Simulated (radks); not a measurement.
Task: Coherent X-ray form factor from a spherical all-electron density. All-electron calculation, scalar-relativistic Kohn-Sham, HCTH/407, spin-polarised, spherical densities, point nucleus. Program: a radial shooting solver on a logarithmic mesh with Libxc functionals.

| sin(theta)/lambda (1/angstrom) | f0 (electrons) |
|---|---|
| 0.05 | 63.394 |
| 0.1 | 61.668 |
| 0.15 | 59.069 |
| 0.2 | 55.921 |
| 0.25 | 52.540 |
| 0.3 | 49.173 |
| 0.4 | 43.031 |
| 0.5 | 37.917 |
| 0.6 | 33.674 |
| 0.8 | 27.000 |
| 1 | 22.201 |
| 1.25 | 18.308 |
| 1.5 | 15.863 |
| 2 | 12.347 |

The species is in the configuration that NIST lists as its ground one. Which atom or ion scatters so?

Result: The holmium ion Ho3+, [Xe] 4f10. Extrapolating in s^2 from the first two rows gives f0(0) = 64.0, near the electron count 64; among species with that count, the fall with angle is slower the higher Z, and the table is that of Z = 67; from so few rows the species is fixed only to a neighbour or two.
